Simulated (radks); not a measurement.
Species: Re. Configuration: [Xe] 4f12 5d5 6s2 6p2 (not the ground configuration).

Method: Dirac Kohn-Sham, PBE, spin-unpolarised, spherical densities, point nucleus; open shells are shared between the two j in proportion to 2j + 1; computed with a radial shooting solver on a logarithmic mesh with Libxc functionals.

Energy parts (eV):
| part | energy |
|---|---|
| total | -454806.08 |
| kinetic | 514525.06 |
| electron-nucleus | -1136028.67 |
| Hartree | 175709.54 |
| exchange-correlation | -9012.01 |

Orbitals (lengths in bohr, moments of r in powers of bohr):
orbital      occ.  eigenvalue (eV)   <1/r>       <r^4>
1s1/2           2        -71593.27   88.81   5.455e-07
2s1/2           2        -12430.93   21.65  0.00008123
2p1/2           2        -11893.88   21.60  0.00004883
2p3/2           4        -10454.34   18.04  0.00007199
3s1/2           2        -2905.746   7.945    0.002991
3p1/2           2        -2666.462   7.857    0.002635
3p3/2           4        -2353.904   6.935    0.003510
3d3/2           4        -1952.699   6.828    0.002373
3d5/2           6        -1884.911   6.612    0.002589
4s1/2           2        -631.3676   3.358     0.06842
4p1/2           2        -531.4634   3.249     0.07410
4p3/2           4        -457.6105   2.931     0.09806
4d3/2           4        -293.6279   2.725      0.1214
4d5/2           6        -279.8464   2.650      0.1324
4f5/2     5.14286         -72.7584   2.256      0.2807
4f7/2     6.85714         -70.0458   2.227      0.2963
5s1/2           2        -102.1725   1.356       1.850
5p1/2           2         -70.5221   1.237       2.666
5p3/2           4         -58.0738   1.123       3.685
5d3/2           2         -15.2951  0.8361       14.55
5d5/2           3         -13.9586  0.8088       16.69
6s1/2           2          -9.8443  0.4780       102.7
6p1/2    0.666667          -4.1081  0.3714       312.1
6p3/2     1.33333          -3.1302  0.3308       494.9

The highest occupied level is 6p3/2 at -3.130 eV. Summed over all electrons, <r^2> = 84.00 bohr^2, which gives a Langevin (diamagnetic) susceptibility term of -66.5 x 10^-6 cm^3/mol. The density falls to 0.001 e/bohr^3 at r = 5.05 bohr.
